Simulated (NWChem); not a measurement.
System: CH$_{5}$ClOSi; SMILES C[SiH](O)Cl

```xyz
9

Si    -0.0968    -0.5498     0.4017
C      1.4049    -1.3931    -0.2782
O     -1.4218    -1.2490    -0.3051
Cl    -0.0304     1.4747    -0.0723
H     -0.1852    -0.6078     1.8881
H      1.3882    -2.4655    -0.0292
H      2.3223    -0.9506     0.1378
H      1.4341    -1.2908    -1.3734
H     -2.2865    -0.9029    -0.0648
```
Atoms are numbered in this order, from 1.

Computed with NWChem. Pople sets run with spherical d functions. Structure relaxed at the PBE0/def2-SVP level. B3LYP is NWChem's, with the RPA form of VWN correlation. GIAO values for the isolated, static molecule; σ is the absolute isotropic shielding, δ = σ(reference) − σ with the isolated reference molecule computed at the same levels (13C: tetramethylsilane, 1H: tetramethylsilane, 17O: water, 29Si: tetramethylsilane).

Q: What does the run give for B3LYP/6-31G*? Quantities: δ Si1 (ppm); δ C2 (ppm); δ O3 (ppm); σ Cl4 (ppm); δ H5 (ppm); δ H6 (rotor mean) (ppm); δ H9 (ppm).

A: 
* **δ Si1 (ppm)**: 17.7
* **δ C2 (ppm)**: 2.1
* **δ O3 (ppm)**: 50.0
* **σ Cl4 (ppm)**: 895.5
* **δ H5 (ppm)**: 5.55
* **δ H6 (rotor mean) (ppm)**: 0.31
* **δ H9 (ppm)**: 1.53
